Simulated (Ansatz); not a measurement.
Ansatz (a program for electronic structure) input (CCSD(T)/aug-cc-pV(D+d)Z):
A basis named .json is the Basis Set Exchange file of that set.

Ansatz 0.2 input:
```yaml
crystal:
  periodic: [false, false, false]
  atoms:
    - {symbol: Si, position_ang: [0.00447825, 0.44722389, 0.03708962]}
    - {symbol: F, position_ang: [1.27462254, -0.50979642, 0.10003501]}
    - {symbol: F, position_ang: [-1.28434259, -0.46090360, -0.18053807]}
    - {symbol: H, position_ang: [-0.12390715, 1.13730127, 1.32828116]}
    - {symbol: H, position_ang: [0.14869209, 1.33786439, -1.12300826]}
basis:
  gaussian:
    orbitals: aug-cc-pV_D+d_Z.json
magnetization: {spin_polarized: false}
correlation: {method: ccsd_t, electrons: outside_noble_gas}
output: {forces: true}
```

End of the output:

```
mean field evaluation 1: about -13307.7346 eV, gradient 3.4e1 eV
mean field evaluation 2: about -13307.8537 eV, gradient 3.4e1 eV
mean field evaluation 4: about -13309.9715 eV, gradient 1.9e0 eV
mean field evaluation 8: about -13309.9937 eV, gradient 7.2e-2 eV
mean field evaluation 16: about -13309.1575 eV, gradient 2.1e1 eV
mean field -13309.99375669 eV, -489.1332487206 hartree, gradient 1.8e-6 eV, S^2 0.000000; 0 other end points of the search recorded, 0 dependent functions left out
7 core orbitals not correlated
reference -13309.99375669 eV, -489.1332487206 hartree; 10, 10 occupied and 79, 79 virtual orbitals, 932 factors
densities: 1.51 GiB planned
second order -13.98004169 eV of doubles, -0.00000000 eV of singles
coupled cluster: 1.72 GiB planned
cycle   1  -14.06060087 eV  change   -8.1e-2 eV  update   9.2e-2
cycle   2  -14.38984277 eV  change   -3.3e-1 eV  update   2.5e-2
cycle   3  -14.47635371 eV  change   -8.7e-2 eV  update   1.3e-2
cycle   4  -14.47013256 eV  change    6.2e-3 eV  update   2.2e-3
cycle   5  -14.46839187 eV  change    1.7e-3 eV  update   9.8e-4
cycle   6  -14.46894342 eV  change   -5.5e-4 eV  update   2.6e-4
cycle   7  -14.46893132 eV  change    1.2e-5 eV  update   9.4e-5
cycle   8  -14.46886786 eV  change    6.3e-5 eV  update   2.6e-5
cycle   9  -14.46886844 eV  change   -5.8e-7 eV  update   8.6e-6
perturbative correction -0.31730600 eV, -0.0116607805 hartree
the calculation of the forces begins
0.56 GiB of device memory are held for the factors and their scratch space
Total energy: -13324.77993113 eV, -489.6766306088 hartree
Atom 0 at     0.004478     0.447224     0.037090 Å, force     0.010719     1.070454     0.088776 eV/Å
Atom 1 at     1.274623    -0.509796     0.100035 Å, force     0.767096    -0.603428     0.035934 eV/Å
Atom 2 at    -1.284343    -0.460904    -0.180538 Å, force    -0.778885    -0.573890    -0.133572 eV/Å
Atom 3 at    -0.123907     1.137301     1.328281 Å, force    -0.006702     0.048108     0.069510 eV/Å
Atom 4 at     0.148692     1.337864    -1.123008 Å, force     0.007772     0.058757    -0.060647 eV/Å
Dipole moment:     0.003258     0.325396     0.026986 e Å
```
